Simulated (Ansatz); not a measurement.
BiH5 in a box, plane waves

Ansatz 0.2.0, DFT PBE, spin-orbit coupling, plane waves, PAW, molecule in a box. The geometry was relaxed with Gaussian bases (PBE0; Bi def2-SVP with ECP60, H def2-SVP).

```yaml
crystal:
  lattice:
    - [12.11, 0.0, 0.0]
    - [0.0, 12.73, 0.0]
    - [0.0, 0.0, 11.7]
  atoms:
    - { symbol: Bi, position: [0.50016433, 0.50017989, 0.46138034] }
    - { symbol: H, position: [0.50016433, 0.50017989, 0.61505641] }
    - { symbol: H, position: [0.62873493, 0.50017989, 0.38461538] }
    - { symbol: H, position: [0.50016433, 0.6468641, 0.46141368] }
    - { symbol: H, position: [0.37159372, 0.50017989, 0.38461538] }
    - { symbol: H, position: [0.50016433, 0.35349568, 0.46141368] }
basis:
  ecutwfc: 420
  ecutrho_ratio: 4
kpoints:
  mp_grid: { grid: [1, 1, 1] }
hamiltonian:
  xc: pbe
scf:
  occupations: { method: gaussian, width: 0.01 }
output:
  forces: true
  eigenvalues: true
  populations: true
  write_density: true
  write_potential: true
  elf: true
  volumetric_format: npy
magnetization:
  noncollinear: true
  spin_orbit: true
```

Command:
```sh
ansatz run input.yaml --threads 2 --pin off --max-ram 5120MiB --backend cpu --events-out ev --progress --plain --runs-dir out
```
It took 11 s on 2 threads of Arm Neoverse V2, with other jobs on the host, peak memory 1.9 GiB.

Task: How does the SCF go?

Result: 
```
SCF iter   1: F=—  HF=-12514.015982 eV  |F-HF|=—  |Δ(HF+E_count)|=         —  Δρ=1.37e-2
preconditioner: auto → Resta (q_TF=auto, 1.288 Å⁻¹)  ε∞=1.1  [insulator: Δε(μ)=3.088 eV  Ē_g=8.367 eV  σ=0.010 eV  W_gap=1.00  n_s
spin=Noncollinear: Resta preconditioning applied to the charge; magnetization (m_x, m_y, m_z) channels mix plain (no charge-respon
SCF iter   2: F=—  HF=-12513.257430 eV  |F-HF|=—  |Δ(HF+E_count)|=   7.59e-1  Δρ=7.99e-3
SCF iter   3: F=—  HF=-12512.897164 eV  |F-HF|=—  |Δ(HF+E_count)|=   3.60e-1  Δρ=1.19e-3
SCF iter   4: F=—  HF=-12512.892154 eV  |F-HF|=—  |Δ(HF+E_count)|=   5.01e-3  Δρ=4.31e-4
SCF iter   5: F=—  HF=-12512.892399 eV  |F-HF|=—  |Δ(HF+E_count)|=   2.45e-4  Δρ=2.02e-4
SCF iter   6: F=—  HF=-12512.892636 eV  |F-HF|=—  |Δ(HF+E_count)|=   2.37e-4  Δρ=2.52e-5
SCF iter   7: F=—  HF=-12512.892670 eV  |F-HF|=—  |Δ(HF+E_count)|=   3.42e-5  Δρ=3.26e-6
SCF iter   8: F=-12512.892670 eV  HF=-12512.892670 eV  |F-HF|=5.96e-9  |Δ(HF+E_count)|=   1.39e-7  Δρ=6.27e-7
```

Task: Which levels lie next to the highest filled one (eV, counted from it)?

Result: Filled: -11.15, -11.15, -4.57, -4.57, -3.55, -3.55, -3.38, -3.38, 0.00, 0.00. Empty: 2.38, 2.38, 4.17, 4.17, 4.58, 4.58, 5.12, 5.12.

Task: What forces are left at this geometry, relaxed with Gaussian bases (eV/Å)?

Result: 
```
Bi   0.00  0.00  0.01
H    0.00  0.00  0.14
H    0.13  0.00 -0.07
H    0.00  0.11  0.00
H   -0.13  0.00 -0.07
H    0.00 -0.11  0.00
```

The highest of the empty levels listed lie near the vacuum level and may be states of the box.

The forces come from the other functional as well as from the basis.
